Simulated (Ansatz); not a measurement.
Input and output for F₂H₃SSi₂ (`F[SiH]S[SiH2]F`) radical.

```yaml
crystal:
  periodic: [false, false, false]
  atoms:
    - {symbol: F, position_ang: [0.323377, 0.194000, -2.511754]}
    - {symbol: Si, position_ang: [-0.195114, 1.131284, -1.321166]}
    - {symbol: S, position_ang: [-1.333363, 0.018163, 0.090901]}
    - {symbol: Si, position_ang: [0.314067, -0.775564, 1.177791]}
    - {symbol: F, position_ang: [0.769123, 0.237809, 2.322063]}
    - {symbol: H, position_ang: [-1.106567, 2.141251, -1.926290]}
    - {symbol: H, position_ang: [-0.152315, -2.017106, 1.828793]}
    - {symbol: H, position_ang: [1.472993, -0.986936, 0.283761]}
basis:
  gaussian: {orbitals: cc-pVTZ}
magnetization: {spin_polarized: true, initial_magnetization: 1}
hamiltonian: {xc: {name: wB97X-V}}
output: {forces: true}
```

```sh
$ ansatz run in.yaml --threads 4 --pin off --events-out ev --progress --plain --max-ram 10444MiB
```

Output, abridged:

```
Functional definition: wB97X-V
  name "wB97X-V"
  cite "Mardirossian & Head-Gordon, Phys. Chem. Chem. Phys. 16, 9904 (2014) doi:10.1039/C3CP54374A"
  cite "Becke, J. Chem. Phys. 107, 8554 (1997) doi:10.1063/1.475007"
  cite "Vydrov & Van Voorhis, J. Chem. Phys. 133, 244103 (2010) doi:10.1063/1.3521275"
  parameter omega = 0.3/bohr
  parameter cx = 0.167
  parameter cx1 = 0.603
  parameter cx2 = 1.194
  parameter css0 = 0.556
  parameter css1 = -0.257
  parameter cos0 = 1.219
  parameter cos1 = -1.850
  parameter b = 6.0
  parameter c = 0.01
  exchange = spin_sum(e_x_unif_sr(omega)*poly(b97_u_x, 1 - cx, cx1, cx2)) + cx*exact_x_sr(omega) + exact_x_lr(omega)
  correlation = spin_sum(e_c_pw_same_spin*poly(b97_u_same, css0, css1))
      + integral(e_c_pw_opposite_spin*poly(b97_u_opposite, cos0, cos1)) + vv10(b, c)
1324 factors; their error is unknown
266 factors; integrals over basis functions are off by at most 1.0e-5 eV
mean field evaluation 1: about -32070.6502 eV, gradient 3.1e1 eV
mean field evaluation 2: about -32070.3687 eV, gradient 3.7e1 eV
mean field evaluation 4: about -32073.7507 eV, gradient 1.2e0 eV
mean field evaluation 8: about -32073.7665 eV, gradient 5.9e-2 eV
mean field evaluation 16: about -32073.7907 eV, gradient 9.5e-5 eV
mean field -32073.79069842 eV, -1178.6900677709 hartree, gradient 4.1e-5 eV, S^2 0.752513; 0 other end points of the search recorded, 0 dependent functions left out
the calculation of the forces begins
reference -32073.79069691 eV, -1178.6900677153 hartree; 33, 32 occupied and 171, 172 virtual orbitals, 1324 factors
Total energy: -32073.79069691 eV, -1178.6900677153 hartree
Atom 0 at     0.323377     0.194000    -2.511754 Å, force     0.137600    -0.273404    -0.295978 eV/Å
Atom 1 at    -0.195114     1.131284    -1.321166 Å, force    -0.122760     0.371010     0.209920 eV/Å
Atom 2 at    -1.333363     0.018163     0.090901 Å, force    -0.064822    -0.020218     0.012928 eV/Å
Atom 3 at     0.314067    -0.775564     1.177791 Å, force    -0.083802    -0.372667    -0.208694 eV/Å
Atom 4 at     0.769123     0.237809     2.322063 Å, force     0.119035     0.296099     0.303134 eV/Å
Atom 5 at    -1.106567     2.141251    -1.926290 Å, force     0.001852     0.011054    -0.009100 eV/Å
Atom 6 at    -0.152315    -2.017106     1.828793 Å, force     0.010903    -0.007889     0.000285 eV/Å
Atom 7 at     1.472993    -0.986936     0.283761 Å, force     0.001994    -0.003985    -0.012494 eV/Å
Dipole moment:     0.016870    -0.022561    -0.017710 e Å
```

It took 6 s on 4 threads of an Intel Xeon 6975P-C on a shared host, with 0.98 GiB of host memory at the peak.
